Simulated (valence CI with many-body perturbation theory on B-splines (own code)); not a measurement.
## Zn²³⁺: electric-dipole lines

Level of theory: relativistic CI+MBPT: five valence electrons over a frozen Dirac-Fock core [He], a basis of 9 s, 9 p, 8 d, 6 f, 3 g, 1 h functions for each j, with the one-electron correlation potential Σ1 (screened to all orders), the two-electron term Σ2, the three-electron term Σ3, Breit, model QED; selected single and double excitations, second order for the rest (own B-spline code, finite nucleus).

No measured levels were compared; by estimate levels of excited configurations hold to 0.05 to 0.15 % of their energy, terms of the ground configuration to about 0.5 %. Among the levels kept, up to 2200 cm⁻¹ of a level comes from second order outside the variational space, and about a tenth of that is noise between levels of different J, which matters for small intervals.

Lines 101 to 150 of 278 in falling wavelength, among levels below 102.08 Ry, chosen from the strongest by gf and those to the six lowest levels. Wavelengths and rates use the calculated energies, so an error of 900 cm⁻¹ moves a line at 102.9 Å by 0.093 % and its rate by three times that or more. Electric multipoles are in the length gauge, E1 and E2 with the static RPA response of the core. Weak lines are less certain than strong ones. Lines between different terms over intervals too small for the method are left out, as are lines whose strength nearly cancels. The highest levels of a list are the least certain.

Names give the largest LS component (configuration and term), which can be under half, so a name can repeat, a term be missing and a line seem to break the LS rules; names also repeat where a configuration has a term twice. Letters in brackets count levels of one name in rising energy.

| λ vac (Å) | Upper | Lower | A (s⁻¹) | S (a.u.) |
| --- | --- | --- | --- | --- |
| 102.9 | 2s2p⁴ ²D_3/2 | 2s²2p³ ²P°_1/2 | 2.70e+09 | 5.82e-03 |
| 102.6 | 2s2p³3s ²D°_5/2 | 2s²2p²3s ⁴P_5/2 | 7.31e+09 | 2.34e-02 |
| 95.71 | 2s2p³3s ⁴D°_1/2 | 2s²2p²3s ⁴P_1/2 | 2.74e+10 | 2.37e-02 |
| 95.43 | 2s2p³3s ⁴D°_3/2 | 2s²2p²3s ⁴P_1/2 | 2.04e+10 | 3.50e-02 |
| 93.07 | 2s2p⁴ ²D_3/2 | 2s²2p³ ²D°_5/2 | 4.98e+08 | 7.92e-04 |
| 92.78 | 2p⁵ ²P°_1/2 | 2s2p⁴ ²P_3/2 | 6.33e+10 | 4.99e-02 |
| 92.69 | 2s2p⁴ ²P_3/2 | 2s²2p³ ²P°_3/2 | 1.06e+10 | 1.67e-02 |
| 92.59 | 2p⁵ ²P°_3/2 | 2s2p⁴ ²D_5/2 | 4.76e+10 | 7.45e-02 |
| 92.19 | 2s2p⁴ ⁴P_3/2 | 2s²2p³ ⁴S°_3/2 | 2.88e+10 | 4.45e-02 |
| 90.04 | 2s2p⁴ ⁴P_1/2 | 2s²2p³ ⁴S°_3/2 | 3.10e+10 | 2.23e-02 |
| 89.45 | 2s2p⁴ ²D_5/2 | 2s²2p³ ²D°_5/2 | 4.23e+10 | 8.96e-02 |
| 89.00 | 2p⁵ ²P°_3/2 | 2s2p⁴ ²D_3/2 | 2.94e+10 | 4.09e-02 |
| 87.65 | 2s2p⁴ ²D_3/2 | 2s²2p³ ²D°_3/2 | 5.71e+10 | 7.59e-02 |
| 86.23 | 2s2p⁴ ²S_1/2 | 2s²2p³ ²P°_1/2 | 4.74e+10 | 3.00e-02 |
| 84.43 | 2s2p⁴ ²D_5/2 | 2s²2p³ ²D°_3/2 | 2.35e+08 | 4.19e-04 |
| 81.82 | 2s2p⁴ ²P_3/2 | 2s²2p³ ²P°_1/2 | 1.45e+10 | 1.57e-02 |
| 78.95 | 2s2p⁴ ²P_1/2 | 2s²2p³ ²P°_3/2 | 1.30e+11 | 6.30e-02 |
| 75.46 | 2s2p⁴ ²P_3/2 | 2s²2p³ ²D°_5/2 | 1.29e+11 | 1.09e-01 |
| 75.27 | 2p⁵ ²P°_1/2 | 2s2p⁴ ²D_3/2 | 4.61e+10 | 1.94e-02 |
| 75.25 | 2s2p⁴ ²D_3/2 | 2s²2p³ ⁴S°_3/2 | 8.21e+09 | 6.91e-03 |
| 75.24 | 2s2p⁴ ²S_1/2 | 2s²2p³ ²D°_3/2 | 6.57e+10 | 2.76e-02 |
| 71.86 | 2s2p⁴ ²P_3/2 | 2s²2p³ ²D°_3/2 | 8.85e+09 | 6.48e-03 |
| 70.92 | 2s2p⁴ ²P_1/2 | 2s²2p³ ²P°_1/2 | 3.08e+09 | 1.08e-03 |
| 66.86 | 2p⁵ ²P°_3/2 | 2s2p⁴ ⁴P_5/2 | 7.82e+09 | 4.61e-03 |
| 65.92 | 2s2p⁴ ²S_1/2 | 2s²2p³ ⁴S°_3/2 | 6.01e+09 | 1.70e-03 |
| 63.31 | 2s2p⁴ ²P_1/2 | 2s²2p³ ²D°_3/2 | 2.59e+10 | 6.49e-03 |
| 63.31 | 2s2p⁴ ²P_3/2 | 2s²2p³ ⁴S°_3/2 | 9.97e+09 | 5.00e-03 |
| 10.66 | 2s²2p²3p ⁴D°_3/2 [a] | 2s2p⁴ ⁴P_5/2 | 3.96e+10 | 9.49e-05 |
| 10.56 | 2s²2p²3p ⁴D°_3/2 [b] | 2s2p⁴ ⁴P_5/2 | 2.74e+10 | 6.38e-05 |
| 10.51 | 2s²2p²3p ⁴P°_5/2 | 2s2p⁴ ⁴P_5/2 | 4.06e+10 | 1.40e-04 |
| 10.48 | 2s²2p²3p ²D°_3/2 [a] | 2s2p⁴ ⁴P_5/2 | 9.67e+10 | 2.20e-04 |
| 10.43 | 2s²2p²3p ⁴S°_3/2 | 2s2p⁴ ⁴P_5/2 | 2.15e+11 | 4.81e-04 |
| 10.38 | 2s²2p²3p ²F°_5/2 | 2s2p⁴ ⁴P_5/2 | 5.60e+10 | 1.85e-04 |
| 10.36 | 2s²2p²3s ⁴P_3/2 | 2s²2p³ ²P°_3/2 | 2.15e+10 | 4.72e-05 |
| 10.26 | 2s²2p²3s ²P_3/2 | 2s²2p³ ²P°_3/2 | 2.09e+11 | 4.45e-04 |
| 10.26 | 2s2p³3s ⁴S°_3/2 | 2s2p⁴ ⁴P_3/2 | 1.04e+12 | 2.23e-03 |
| 10.26 | 2s2p³3s ⁶S°_5/2 | 2s2p⁴ ⁴P_5/2 | 1.73e+11 | 5.54e-04 |
| 10.24 | 2s²2p²3p ²D°_3/2 [b] | 2s2p⁴ ⁴P_5/2 | 9.38e+10 | 1.99e-04 |
| 10.19 | 2s2p³3s ²D°_3/2 | 2s2p⁴ ²D_3/2 | 3.23e+12 | 6.74e-03 |
| 10.18 | 2s2p³3s ²D°_5/2 | 2s2p⁴ ²D_5/2 | 3.37e+12 | 1.05e-02 |
| 10.18 | 2s²2p²3s ⁴P_1/2 | 2s²2p³ ²D°_3/2 | 2.63e+11 | 2.74e-04 |
| 10.17 | 2s²2p²3s ²P_1/2 | 2s²2p³ ²P°_1/2 | 1.38e+12 | 1.43e-03 |
| 10.13 | 2s2p³3s ⁴S°_3/2 | 2s2p⁴ ⁴P_5/2 | 2.50e+12 | 5.13e-03 |
| 10.11 | 2s²2p²3s ²P_3/2 | 2s²2p³ ²P°_1/2 | 1.36e+12 | 2.77e-03 |
| 10.10 | 2s²2p²3s ⁴P_3/2 | 2s²2p³ ²D°_5/2 | 2.35e+11 | 4.78e-04 |
| 10.09 | 2s²2p²3p ²P°_3/2 [b] | 2s2p⁴ ⁴P_5/2 | 6.23e+11 | 1.26e-03 |
| 10.07 | 2s²2p²3s ²D_5/2 | 2s²2p³ ²P°_3/2 | 5.53e+11 | 1.67e-03 |
| 10.06 | 2s2p³3s ⁴D°_1/2 | 2s2p⁴ ⁴P_1/2 | 1.79e+12 | 1.79e-03 |
| 10.05 | 2s²2p²3s ²D_3/2 | 2s²2p³ ²P°_3/2 | 4.12e+12 | 8.26e-03 |
| 10.04 | 2s²2p²3s ⁴P_5/2 | 2s²2p³ ²D°_5/2 | 9.53e+11 | 2.85e-03 |
